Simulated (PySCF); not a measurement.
An unknown gives this computed stick spectrum. Method used: PySCF 2.14.0, density-fitted response routines, TDDFT CAM-B3LYP/def2-SVPD, vertical, gas phase, core orbitals frozen in the response. Geometries: GFN2-xTB, one conformer each.

```json
{"state": "S1", "E (eV)": "6.73", "f": "0.0038"}
{"state": "S2", "E (eV)": "7.18", "f": "0.029"}
{"state": "S3", "E (eV)": "7.24", "f": "0.623"}
{"state": "S4", "E (eV)": "7.32", "f": "0.020"}
{"state": "S5", "E (eV)": "7.40", "f": "0.0040"}
{"state": "S6", "E (eV)": "7.43", "f": "0.0051"}
{"state": "S7", "E (eV)": "7.55", "f": "0.038"}
{"state": "S8", "E (eV)": "7.58", "f": "0.036"}
```

Question: Which candidate is it? All have the formula C5H10OSi.
A. `C/C=C\C=C/O[SiH3]`
B. `C=CC/C=C/O[SiH3]`
C. `[C@@H]1([Si@H](C)C=CO1)C`
D. `O[Si@H]1C[C@H](C1)C=C`

Answer: D. Its S1, at 6.73 eV, is the highest among the candidates; the nearest of the others has S1 at 6.23 eV. S1 is HOMO→LUMO (48%), HOMO-1→LUMO (39%). Löwdin shares by element: HOMO carbon 76% or more (atoms not listed hold the other 24%); LUMO oxygen 30%, silicon 26%, hydrogen 22% or more (atoms not listed hold the other 21%). At the same level the other candidates give, for their lowest levels:
- `C[C@@H]1OC=C[Si@H]1C`: 6.11 eV (f 0.173); 6.41 eV (f 0.014); 6.59 eV (f 0.012); 7.00 eV (f 0.005); 7.04 eV (f 0.014); T1 4.11 eV; HOMO -7.85, LUMO 1.23 eV
- `C/C=C\C=C/O[SiH3]`: 5.40 eV (f 0.870); 5.53 eV (f 0.002); 6.28 eV (f 0.001); 6.29 eV (f 0.013); 6.65 eV (f 0.007); T1 3.04 eV; HOMO -7.19, LUMO 0.61 eV
- `C=CC/C=C/O[SiH3]`: 6.23 eV (f 0.010); 6.52 eV (f 0.033); 6.78 eV (f 0.225); 6.91 eV (f 0.125); 7.05 eV (f 0.017); T1 4.33 eV; HOMO -8.03, LUMO 1.18 eV

Shape of the structure used: `[CH2:1]=[CH:2][C@H:3]1[CH2:4][Si@@H:5]([OH:6])[CH2:7]1`: C1–C2–C3–C4 124°, H–O6–Si5–C4 46°.
Triplets come from the Tamm–Dancoff approximation.
